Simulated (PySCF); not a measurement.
# C$_{5}$H$_{4}$O$_{3}$: calculation and literature

Structure with atom numbers: `[O:1]=[C:2]([OH:3])[c:4]1[cH:5][cH:6][o:7][cH:8]1`. Each H is labelled by its parent atom.

Calculated, not measured (PySCF): geometry: GFN2-xTB, NMR shieldings at PBE0/pcSseg-1/GIAO. Non-relativistic, isolated molecule, single conformer.

Reference values: estimated from measurements, as parent shift plus tabulated substituent increment (solution, not stated per compound (mostly CDCl3 or CCl4); Pretsch, Buehlmann, Badertscher, Structure Determination of Organic Compounds, 4th ed. (2009)).
```tsv
atoms	quantity	reference	computed	computed, scaled
H(C8)	δ 1H	8.12	8.31	7.93
H(C6)	δ 1H	7.45	7.50	7.16
H(C5)	δ 1H	6.78	7.11	6.80
```

Computed shifts are σ(ref) − σ with the named reference compound (TMS for H and C) calculated as an isolated molecule at the same level. The measured values may be among those fitted. Shieldings were converted by linear fits to measured shifts (mostly CDCl3, TMS scale, for H and C): 1H (scatter 0.17 ppm rms, 0.18 ppm with the 4 outliers that the fit left out). A few per cent of atoms miss by over 2 rms, more outside the fitted compound classes. H not on carbon is unscaled (vs computed TMS).

How far are the unscaled 1H shifts from the references?

Results:

Mean signed difference +0.19 ppm, mean absolute 0.19 ppm over 3 comparisons; the largest is +0.33 ppm at H(C5) (hydrogen on an aromatic CH).
